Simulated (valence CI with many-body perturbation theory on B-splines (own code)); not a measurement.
## Cs42+ in brief

Level of theory: valence CI with perturbative core correlation (CI+MBPT): three valence electrons over a frozen Dirac-Fock core [Ne], a basis of 11 s, 11 p, 10 d, 8 f, 5 g, 2 h functions for each j, with the one-electron correlation potential Σ1 (screened to all orders), the two-electron term Σ2, the three-electron term Σ3, Breit, model QED; selected single and double excitations, second order for the rest, scaled by the run's own slope (own B-spline code, finite nucleus).

No measured spectrum was set against this ion. As an estimate, large intervals hold to a few tenths of a per cent, small ones and those within an open d or f shell to about a per cent.

Levels are named by their leading jj configuration (3d3/2^4 stands for four electrons in 3d with j = 3/2), which in mixed levels can hold well under half, so a name can repeat and another be missing.

Rates and lifetimes use the calculated energies. Strong lines usually hold to 10 to 20 %, long lifetimes can be off by a factor of two.

Question: What is the ground level?

Answer: (3s^2 3p1/2) J=1/2, composition 99 % 3s2.3p 2P°, g = 0.657.

Question: How well does LS coupling describe the low levels?

Answer: Among the lowest 20 levels the leading LS term, summed over configurations, holds 68 % on average. For single configurations the figures are 64 % in LS and 89 % in jj coupling. Terms mix most in the J = 5/2 level at 353.4 eV, where the leading one holds 36 %.

Question: Where does the other parity begin?

Answer: At (3s 3p1/2^2) J=1/2, 104.4 eV.

Question: What is the ionisation energy?

Answer: 3215 eV; NIST lists 3214 ± 4 eV (theoretical).

Question: Name the longest-lived excited levels whose lifetime is computed, and their main decay.

Answer: (3s 3p3/2 3d5/2) J=9/2 at 430.2 eV lives 356 ns, mostly by M1 to (3s 3p1/2 3d5/2) J=7/2; (3s^2 3p3/2) J=3/2 at 90.0 eV lives 291 ns, mostly by M1 to (3s^2 3p1/2) J=1/2; (3s 3p1/2 3p3/2) J=3/2 at 176.3 eV lives 693 ps, mostly by E1 to (3s^2 3p3/2) J=3/2.
